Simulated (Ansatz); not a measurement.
Start from `Cl[SiH2]CI` and change one atom or group to get `[SiH3]OC[SiH2]Cl`.

Ansatz, PBE0-D4/def2-TZVP geometries, multiplicity 1. Each molecule was computed in one conformer, which needn't be the lowest.

Elements past krypton have def2 core potentials.  Spin–orbit coupling is left out; it splits and shifts lone-pair levels of the heavy atoms by tenths of an eV.

```json
{"property": "size of the dipole moment (B3LYP/def2-TZVPP) / D", "`Cl[SiH2]CI`": "1.95"}
{"property": "HOMO energy (PBE0/def2-TZVPP) / eV", "`Cl[SiH2]CI`": "-7.41"}
{"property": "HOMO energy (ωB97M-V/def2-TZVPP) / eV", "`Cl[SiH2]CI`": "-9.57"}
{"property": "HOMO–LUMO gap (B3LYP/def2-TZVPP) / eV", "`Cl[SiH2]CI`": "5.71"}
{"property": "HOMO energy (PBE/def2-TZVPP) / eV", "`Cl[SiH2]CI`": "-6.27"}
{"property": "size of the dipole moment (ωB97M-V/def2-TZVPP) / D", "`Cl[SiH2]CI`": "1.93"}
```

Task: What does the change do to each property? (An estimate is asked.)

Result: Ansatz gave: 
```tsv
property	`[SiH3]OC[SiH2]Cl`	shift
size of the dipole moment (B3LYP/def2-TZVPP) / D	1.24	-0.71
HOMO energy (PBE0/def2-TZVPP) / eV	-8.43	-1.02
HOMO energy (ωB97M-V/def2-TZVPP) / eV	-10.70	-1.13
HOMO–LUMO gap (B3LYP/def2-TZVPP) / eV	7.70	1.99
HOMO energy (PBE/def2-TZVPP) / eV	-7.02	-0.75
size of the dipole moment (ωB97M-V/def2-TZVPP) / D	1.20	-0.73
```

With PBE0 the HOMO falls by 1.02 eV and the LUMO rises by 0.93 eV, so the gap widens by about 1.95 eV. PBE moves the HOMO by -0.75 eV and ωB97M-V by -1.13 eV. Dipoles are sizes alone; their direction can turn.

B3LYP here is the variant with VWN-RPA as its local correlation; programs differ in this.
